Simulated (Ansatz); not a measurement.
Species: C7H13 (charge 0, doublet). It need not be the lowest isomer of its formula. SMILES: C[C@H]1C[CH][C@@H](C)C1
Coordinates optimised at B3LYP-D3(BJ)/def2-TZVP (Ansatz, a program for electronic structure):
```
C
H 1 1.0915
H 1 1.0960 2 107.46
C 1 1.5354 2 112.95 3 -120.58
H 4 1.0959 1 107.85 2 -47.20
C 4 1.5210 5 108.73 1 -124.85
H 6 1.0923 4 111.38 5 59.83
H 6 1.0924 7 107.72 4 122.40
H 6 1.0934 7 107.80 8 116.05
C 1 1.5411 2 113.02 3 120.43
H 10 1.1034 1 108.12 2 38.51
C 10 1.4963 11 109.26 1 -110.97
H 12 1.0817 10 123.64 11 -77.05
C 12 1.4902 13 124.47 10 -179.43
H 14 1.0954 12 113.69 13 45.88
H 14 1.1023 15 105.61 12 122.31
C 10 1.5288 11 107.27 12 -125.06
H 17 1.0919 10 111.16 11 60.93
H 17 1.0923 18 107.93 10 -121.45
H 17 1.0925 18 107.84 19 -116.65
```
Charge 0, spin multiplicity 2.

Computed values are from Ansatz. Cores are frozen in the correlated levels unless marked. Open shells are spin-unrestricted. Spin-orbit coupling is left out. No relativistic terms. Basis-set limits of correlation are two-point, X^-3; Hartree-Fock from the larger set. The bracket is a focal-point correction in the basis named.

```
Item                                                                               Result
---------------------  ------------------------------------------------------------------
atomisation energy De  8161.0 kJ/mol at RI-MP2/CBS(cc-pVTZ,cc-pVQZ)+[CCSD(T)-MP2]/cc-pVTZ
total energy            -274.1472 Eh at RI-MP2/CBS(cc-pVTZ,cc-pVQZ)+[CCSD(T)-MP2]/cc-pVTZ
dipole moment                                               0.25 D at CCSD(T)/aug-cc-pVDZ
T1 diagnostic                                                       0.010 at CCSD/cc-pVTZ
```
